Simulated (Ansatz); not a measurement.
Start from `[SiH3][O][In]([SH])[Cl]` and change one atom or group to get `[F][In]([Cl])[O][SiH3]`.

Ansatz, PBE0-D4/def2-TZVP geometries, multiplicity 1. Each molecule was computed in one conformer, which needn't be the lowest.

Elements past krypton have def2 core potentials.

| property | `[SiH3][O][In]([SH])[Cl]` |
| --- | --- |
| LUMO energy (ωB97M-V/def2-TZVPP) / eV | -0.42 |
| size of the dipole moment (ωB97M-V/def2-TZVPP) / D | 1.55 |
| HOMO–LUMO gap (ωB97M-V/def2-TZVPP) / eV | 10.00 |
| size of the dipole moment (B3LYP/def2-TZVPP) / D | 1.59 |
| HOMO energy (PBE/def2-TZVPP) / eV | -6.95 |
| HOMO energy (B3LYP/def2-TZVPP) / eV | -7.96 |

Question: Give the same properties after the change, and the shifts. (Best estimate.)

Answer: Ansatz gave: 
| property | `[F][In]([Cl])[O][SiH3]` | shift |
| --- | --- | --- |
| LUMO energy (ωB97M-V/def2-TZVPP) / eV | -0.90 | -0.48 |
| size of the dipole moment (ωB97M-V/def2-TZVPP) / D | 0.95 | -0.60 |
| HOMO–LUMO gap (ωB97M-V/def2-TZVPP) / eV | 10.30 | 0.30 |
| size of the dipole moment (B3LYP/def2-TZVPP) / D | 1.00 | -0.59 |
| HOMO energy (PBE/def2-TZVPP) / eV | -7.46 | -0.51 |
| HOMO energy (B3LYP/def2-TZVPP) / eV | -8.69 | -0.73 |

With PBE0 the HOMO falls by 0.68 eV and the LUMO falls by 0.53 eV, so the gap widens by about 0.15 eV. PBE moves the HOMO by -0.51 eV and ωB97M-V by -0.77 eV. Dipoles are sizes alone; their direction can turn.

B3LYP here is the variant with VWN-RPA as its local correlation; programs differ in this.
